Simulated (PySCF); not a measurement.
**Electronic structure of W (tungsten, neutral) at the UHF level**

Configuration: [Xe] 4f14 5d4 6s2, high-spin 5D determinant. Computed with PySCF 2.14 in aug-cc-pVTZ-PP with ECP60MDF (6s6p5d3f2g, 88 functions), with scalar relativity through the core potential.

```json
{
  "Total energy": "-66.680829 hartree",
  "One-electron energy": "-112.9639 hartree",
  "Hartree (Coulomb) energy": "53.2149 hartree",
  "Exchange energy": "-6.9318 hartree",
  "⟨S²⟩": "6.0368",
  "⟨L²⟩": "6.105",
  "Sum of ⟨r⟩": "24.76 bohr",
  "Sum of ⟨r²⟩": "59.78 bohr²",
  "Traceless quadrupole moment −½Σ⟨3z² − r²⟩ along its main axis": "-0.178 e·bohr²"
}
```

```json
{"shell": "5s α", "electrons": "1", "mean orbital energy (hartree)": "-3.49035", "spread (hartree)": "0", "rms radius, mean of both spins (bohr)": "1.16"}
{"shell": "5s β", "electrons": "1", "mean orbital energy (hartree)": "-3.33951", "spread (hartree)": "0", "rms radius, mean of both spins (bohr)": "1.16"}
{"shell": "5p α", "electrons": "3", "mean orbital energy (hartree)": "-2.03406", "spread (hartree)": "0.02844", "rms radius, mean of both spins (bohr)": "1.35"}
{"shell": "5p β", "electrons": "3", "mean orbital energy (hartree)": "-1.80531", "spread (hartree)": "0.04344", "rms radius, mean of both spins (bohr)": "1.35"}
{"shell": "5d α", "electrons": "4", "mean orbital energy (hartree)": "-0.38037", "spread (hartree)": "0.03726", "rms radius, mean of both spins (bohr)": "2.16"}
{"shell": "6s α", "electrons": "1", "mean orbital energy (hartree)": "-0.30501", "spread (hartree)": "0", "rms radius, mean of both spins (bohr)": "3.71"}
{"shell": "6s β", "electrons": "1", "mean orbital energy (hartree)": "-0.22330", "spread (hartree)": "0", "rms radius, mean of both spins (bohr)": "3.71"}
```

Energies and moments cover only the electrons outside the core potential. Spin-orbit coupling, absent here, splits the open shell strongly.
